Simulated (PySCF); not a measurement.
Levels of Sn³⁺ from EOM-EA-GCCSD

Reference: closed-shell Sn⁴⁺, [Kr] 4d10; one electron is added. Calculated with PySCF 2.14, two-component X2C-1e with screened spin-orbit coupling, x2c-TZVPPall-2c with one added diffuse shell each of s, p, d, f type (9s10p6d3f, 90 functions); frozen [Ar] 3d10; the 6 highest virtual spinors dropped; of the others 110 kept and the rest restored at second order. No Breit or QED terms. Binding energies in eV.

```tsv
level	Koopmans	second order	EOM-CCSD
5s1/2	39.170	40.493	40.496
5p1/2	30.934	31.882	31.899
5p3/2	30.176	31.077	31.095
5d3/2	19.667	19.983	20.007
5d5/2	19.578	19.887	19.917
6s1/2	18.721	19.083	19.078
6p1/2	15.787	16.093	16.095
6p3/2	15.488	15.793	15.797
```

Electric-dipole lines between these computed levels:

```json
{"lower": "5s1/2", "upper": "5p1/2", "ΔE (eV)": "8.597", "vacuum wavelength (nm)": "144.2"}
{"lower": "5s1/2", "upper": "5p3/2", "ΔE (eV)": "9.401", "vacuum wavelength (nm)": "131.9"}
{"lower": "5s1/2", "upper": "6p1/2", "ΔE (eV)": "24.401", "vacuum wavelength (nm)": "50.81"}
{"lower": "5s1/2", "upper": "6p3/2", "ΔE (eV)": "24.699", "vacuum wavelength (nm)": "50.20"}
{"lower": "5p1/2", "upper": "5d3/2", "ΔE (eV)": "11.892", "vacuum wavelength (nm)": "104.3"}
{"lower": "5p1/2", "upper": "6s1/2", "ΔE (eV)": "12.821", "vacuum wavelength (nm)": "96.71"}
{"lower": "5p3/2", "upper": "5d3/2", "ΔE (eV)": "11.088", "vacuum wavelength (nm)": "111.8"}
{"lower": "5p3/2", "upper": "5d5/2", "ΔE (eV)": "11.179", "vacuum wavelength (nm)": "110.9"}
{"lower": "5p3/2", "upper": "6s1/2", "ΔE (eV)": "12.017", "vacuum wavelength (nm)": "103.2"}
{"lower": "5d3/2", "upper": "6p1/2", "ΔE (eV)": "3.912", "vacuum wavelength (nm)": "316.9"}
{"lower": "5d3/2", "upper": "6p3/2", "ΔE (eV)": "4.210", "vacuum wavelength (nm)": "294.5"}
{"lower": "5d5/2", "upper": "6p3/2", "ΔE (eV)": "4.119", "vacuum wavelength (nm)": "301.0"}
{"lower": "6s1/2", "upper": "6p1/2", "ΔE (eV)": "2.983", "vacuum wavelength (nm)": "415.6"}
{"lower": "6s1/2", "upper": "6p3/2", "ΔE (eV)": "3.281", "vacuum wavelength (nm)": "377.9"}
```

For comparison, the ionisation energy of Sn³⁺ is 40.74 ± 0.04 eV (measured; NIST Atomic Spectra Database, ionization energies).

The highest levels are limited by the diffuse functions of the basis.
